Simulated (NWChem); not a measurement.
System: GeSiH3I, singlet; SMILES [Ge]([I])[SiH3]

NWChem input:

```
start job
memory heap 200 mb stack 900 mb global 1100 mb
geometry units angstroms noautoz
  Ge     0.838215    -0.926285    -0.541151
  I     -0.154891     1.115402     0.642366
  Si    -1.171587    -2.315430    -0.088456
  H     -1.023042    -3.699336    -0.646127
  H     -2.377440    -1.683914    -0.712950
  H     -1.390935    -2.425072     1.388951
end
basis spherical
  * library def2-svp
end
ecp
  I library def2-ecp
end
dft
  xc xpbe96 cpbe96
  iterations 150
  mulliken
end
task dft energy
```

Parts of the log:

```
             Northwest Computational Chemistry Package (NWChem) 7.3.0
             --------------------------------------------------------

 CS  symmetry detected

                             Geometry "geometry" -> ""
                             -------------------------

 Output coordinates in angstroms (scale by  1.889725989 to convert to a.u.)

  No.       Tag          Charge          X              Y              Z
 ---- ---------------- ---------- -------------- -------------- --------------
    1 Ge                  32.0000     0.91947194    -1.02702199     0.00000000
    2 I                   53.0000    -0.10983855     1.31732818     0.00000000
    3 Si                  14.0000    -1.30522520    -2.13367610     0.00000000
    4 H                    1.0000    -1.17848668    -3.62772920     0.00000000
    5 H                    1.0000    -2.07500960    -1.72724754    -1.21865605
    6 H                    1.0000    -2.07500960    -1.72724754     1.21865605

 Effective nuclear repulsion energy (a.u.)     604.4610679545

      Symmetry information
      --------------------

 Group name             Cs
 Group number              2
 Group order               2
 No. of unique centers     5

 Summary of "ao basis" -> "ao basis" (spherical)
 ------------------------------------------------------------------------------
       Tag                 Description            Shells   Functions and Types
 ---------------- ------------------------------  ------  ---------------------
 Ge                         def2-svp                12       32   5s4p3d
 I                          def2-svp                10       26   4s4p2d
 Si                         def2-svp                 8       18   4s3p1d
 H                          def2-svp                 3        5   2s1p

      Symmetry analysis of basis
      --------------------------

        a'         62
        a"         29

            General Information
            -------------------
          SCF calculation type: DFT
          Wavefunction type:  closed shell.
          No. of atoms     :     6
          No. of electrons :    74
           Alpha electrons :    37
            Beta electrons :    37
          Charge           :     0
          Spin multiplicity:     1
          Use of symmetry is: on ; symmetry adaption is: on
          Maximum number of iterations: 150
          AO basis - number of functions:    91
                     number of shells:    39
          Convergence on energy requested:  1.00D-06
          Convergence on density requested:  1.00D-05
          Convergence on gradient requested:  5.00D-04

              XC Information
              --------------
          PerdewBurkeErnzerhof Exchange Functional  1.000
            Perdew 1991 LDA Correlation Functional  1.000 local
           PerdewBurkeErnz. Correlation Functional  1.000 non-local

             Grid Information
             ----------------
          Grid used for XC integration:  medium
          Radial quadrature: Mura-Knowles
          Angular quadrature: Lebedev.
          Tag              B.-S. Rad. Rad. Pts. Rad. Cut. Ang. Pts.
          ---              ---------- --------- --------- ---------
          Ge                  1.25      112          10.0       590
          I                   1.40      123          12.0       590
          Si                  1.10       88          11.0       590
          H                   0.35       45          13.0       434
          Grid pruning is: on
          Number of quadrature shells:   413
          Spatial weights used:  Erf1

      Superposition of Atomic Density Guess
      -------------------------------------

 Sum of atomic energies:       -2712.40699160

      Non-variational initial energy
      ------------------------------

 Total energy =   -2662.357605
 1-e energy   =   -4516.802913
 2-e energy   =    1502.648272
 HOMO         =      -0.200382
 LUMO         =      -0.078093

      Symmetry analysis of molecular orbitals - initial
      -------------------------------------------------

  Numbering of irreducible representations:

     1 a'          2 a"

  Orbital symmetries:

     1 a'          2 a'          3 a'          4 a'          5 a'
     6 a"          7 a'          8 a'          9 a'         10 a'
    11 a'         12 a"         13 a'         14 a'         15 a"
    16 a"         17 a'         18 a'         19 a'         20 a'
    21 a"         22 a'         23 a"         24 a'         25 a'
    26 a"         27 a'         28 a"         29 a'         30 a'
    31 a'         32 a'         33 a"         34 a'         35 a"
    36 a'         37 a'         38 a"         39 a'         40 a'
    41 a'         42 a"         43 a'         44 a'         45 a'
    46 a'         47 a'

     ---------------------------------------------
      Total Density - Mulliken Population Analysis
     ---------------------------------------------

    Atom       Charge   Shell Charges
 -----------   ------   -------------------------------------------------------
    1 Ge  32    31.38   2.00  2.00  2.00  1.35  0.56  6.00  5.98  0.66  0.76  8.14  1.80  0.12
    2 I   25    25.44   1.83  0.22  1.23  0.67  2.92  3.13  2.67  2.74  9.82  0.20
    3 Si  14    13.99   2.00  1.99  1.05  0.33  5.94  1.17  1.42  0.09
    4 H    1     1.08   0.70  0.37  0.01
    5 H    1     1.06   0.69  0.36  0.01
    6 H    1     1.06   0.69  0.36  0.01

   convergence    iter        energy       DeltaE   RMS-Dens  Diis-err
 ---------------- ----- ----------------- --------- --------- ---------
 d= 0,ls=0.0,diis     1  -2665.1204001849 -3.02D+03  2.28D-02  3.66D-01
 d= 0,ls=0.0,diis     2  -2664.7276963859  3.93D-01  1.93D-02  1.92D+00
 d= 0,ls=0.0,diis     3  -2665.1582662786 -4.31D-01  4.95D-03  1.42D-01
 d= 0,ls=0.0,diis     4  -2665.1800884989 -2.18D-02  7.64D-04  7.91D-03
 d= 0,ls=0.0,diis     5  -2665.1805376857 -4.49D-04  3.20D-04  7.75D-04
  Resetting Diis
 d= 0,ls=0.0,diis     6  -2665.1807052062 -1.68D-04  1.04D-04  4.35D-05
 d= 0,ls=0.0,diis     7  -2665.1807157847 -1.06D-05  5.99D-05  2.62D-06
 d= 0,ls=0.0,diis     8  -2665.1807148808  9.04D-07  4.09D-05  7.60D-06
 d= 0,ls=0.0,diis     9  -2665.1807162422 -1.36D-06  9.98D-06  4.01D-07
 d= 0,ls=0.0,diis    10  -2665.1807163256 -8.35D-08  2.17D-06  1.87D-08

         Total DFT energy =    -2665.180716325628
      One electron energy =    -4516.740590395482
           Coulomb energy =     1622.501941977108
    Exchange-Corr. energy =     -122.739103244366
 Nuclear repulsion energy =      351.797035337113

 Numeric. integr. density =       74.000004625736

                  Occupations of the irreducible representations
                  ----------------------------------------------

                     irrep           alpha         beta
                     --------     --------     --------
                     a'               27.0         27.0
                     a"               10.0         10.0

                       DFT Final Molecular Orbital Analysis
                       ------------------------------------

 Vector   35  Occ=2.000000D+00  E=-2.575401D-01  Symmetry=a"
              MO Center= -5.9D-02,  9.7D-01,  8.2D-12, r^2= 2.8D+00
   Bfn.  Coefficient  Atom+Function         Bfn.  Coefficient  Atom+Function
  ----- ------------  ---------------      ----- ------------  ---------------
    45      0.567557  2 I  pz                48      0.494199  2 I  pz
    42     -0.230835  2 I  pz                39     -0.187061  2 I  pz
    17      0.144864  1 Ge pz                14      0.139496  1 Ge pz
    11     -0.078351  1 Ge pz                82      0.069536  5 H  s
    87     -0.069536  6 H  s                 68     -0.050555  3 Si pz

 Vector   36  Occ=2.000000D+00  E=-2.554475D-01  Symmetry=a'
              MO Center=  4.2D-02,  4.0D-01, -3.8D-12, r^2= 4.4D+00
   Bfn.  Coefficient  Atom+Function         Bfn.  Coefficient  Atom+Function
  ----- ------------  ---------------      ----- ------------  ---------------
    44      0.356135  2 I  py                43      0.352129  2 I  px
    46      0.304710  2 I  px                47      0.304713  2 I  py
     4      0.214483  1 Ge s                 12      0.193843  1 Ge px
    15      0.165637  1 Ge px                40     -0.143729  2 I  px
    41     -0.144175  2 I  py                 5      0.136780  1 Ge s

 Vector   37  Occ=2.000000D+00  E=-2.020657D-01  Symmetry=a'
              MO Center=  1.5D-01, -5.6D-01,  8.4D-14, r^2= 5.1D+00
   Bfn.  Coefficient  Atom+Function         Bfn.  Coefficient  Atom+Function
  ----- ------------  ---------------      ----- ------------  ---------------
    43      0.361048  2 I  px                46      0.361173  2 I  px
    12     -0.300318  1 Ge px                 4     -0.269202  1 Ge s
    15     -0.259601  1 Ge px                69      0.236616  3 Si px
     5     -0.217571  1 Ge s                 66      0.210107  3 Si px
     9      0.164834  1 Ge px                61      0.165588  3 Si s

 Vector   38  Occ=0.000000D+00  E=-1.511776D-01  Symmetry=a"
              MO Center=  6.2D-01, -8.2D-01, -2.0D-15, r^2= 3.7D+00
   Bfn.  Coefficient  Atom+Function         Bfn.  Coefficient  Atom+Function
  ----- ------------  ---------------      ----- ------------  ---------------
    17      0.593791  1 Ge pz                14      0.472953  1 Ge pz
    48     -0.268538  2 I  pz                11     -0.254219  1 Ge pz
    45     -0.232382  2 I  pz                83      0.134383  5 H  s
    88     -0.134383  6 H  s                 42      0.093541  2 I  pz
    71      0.092085  3 Si pz                 8      0.082227  1 Ge pz

 Vector   39  Occ=0.000000D+00  E=-6.510410D-02  Symmetry=a'
              MO Center=  4.8D-01, -4.9D-01, -2.8D-14, r^2= 5.3D+00
   Bfn.  Coefficient  Atom+Function         Bfn.  Coefficient  Atom+Function
  ----- ------------  ---------------      ----- ------------  ---------------
    16      0.753470  1 Ge py                47      0.624023  2 I  py
    36     -0.381540  2 I  s                 13      0.375665  1 Ge py
    15     -0.340953  1 Ge px                 4      0.314297  1 Ge s
    44      0.297537  2 I  py                46     -0.262740  2 I  px
     5      0.246174  1 Ge s                 35     -0.239787  2 I  s

 Vector   40  Occ=0.000000D+00  E=-9.788264D-03  Symmetry=a'
              MO Center= -1.7D-02, -1.4D+00, -2.1D-14, r^2= 5.6D+00
   Bfn.  Coefficient  Atom+Function         Bfn.  Coefficient  Atom+Function
  ----- ------------  ---------------      ----- ------------  ---------------
    15      0.965424  1 Ge px                69      0.836525  3 Si px
    62      0.825101  3 Si s                 70      0.534004  3 Si py
     5     -0.499301  1 Ge s                 16      0.451545  1 Ge py
     4     -0.410085  1 Ge s                 61      0.321565  3 Si s
    12      0.296164  1 Ge px                66      0.188465  3 Si px

     ---------------------------------------------
      Total Density - Mulliken Population Analysis
     ---------------------------------------------

    Atom       Charge   Shell Charges
 -----------   ------   -------------------------------------------------------
    1 Ge  32    31.83   2.00  2.00  2.00  1.54  0.38  6.00  5.97  0.99  0.87  8.07  1.81  0.21
    2 I   25    25.12   1.83  0.22  1.37  0.54  2.94  3.11  2.60  2.48  9.79  0.24
    3 Si  14    13.95   2.00  1.98  1.09  0.28  5.92  1.32  1.25  0.11
    4 H    1     1.04   0.72  0.31  0.01
    5 H    1     1.02   0.72  0.30  0.01
    6 H    1     1.02   0.72  0.30  0.01

     -------------------------------------------
      Total Density - Lowdin Population Analysis
     -------------------------------------------

    Atom       Charge   Shell Charges
 -----------   ------   -------------------------------------------------------
    1 Ge  32    32.00   2.00  2.00  1.97  1.18  0.62  5.99  5.80  1.09  1.17  7.77  2.05  0.35
    2 I   25    24.98   1.25  0.74  1.08  0.80  2.77  3.18  2.49  2.63  9.47  0.56
    3 Si  14    13.82   2.00  1.94  0.72  0.38  5.81  1.34  1.45  0.17
    4 H    1     1.08   0.63  0.42  0.03
    5 H    1     1.06   0.62  0.41  0.03
    6 H    1     1.06   0.62  0.41  0.03

     Multipole analysis of the density
     ---------------------------------

     L   x y z        total         alpha         beta         nuclear
     -   - - -        -----         -----         ----         -------
     0   0 0 0      0.000000    -37.000000    -37.000000     74.000000

     1   1 0 0      0.220159     -2.795827     -2.795827      5.811814
     1   0 1 0     -0.300970     34.700965     34.700965    -69.702900
     1   0 0 1      0.000000      0.000000      0.000000      0.000000

     2   2 0 0    -46.157100   -132.363955   -132.363955    218.570810
     2   1 1 0     -1.717324    -30.492821    -30.492821     59.268318
     2   1 0 1      0.000000      0.000000      0.000000      0.000000
     2   0 2 0    -44.436744   -307.903215   -307.903215    571.369686
     2   0 1 1     -0.000000     -0.000000     -0.000000      0.000000
     2   0 0 2    -42.847192    -26.727064    -26.727064     10.606936
```

Level: PBE/def2-SVP with def2 effective core potentials on I. Low-valent species are run as closed-shell singlets; no triplet was tried in these runs. Geometry: optimised at PBE0/def2-SVP. def2 effective core potentials on I; no spin-orbit coupling.
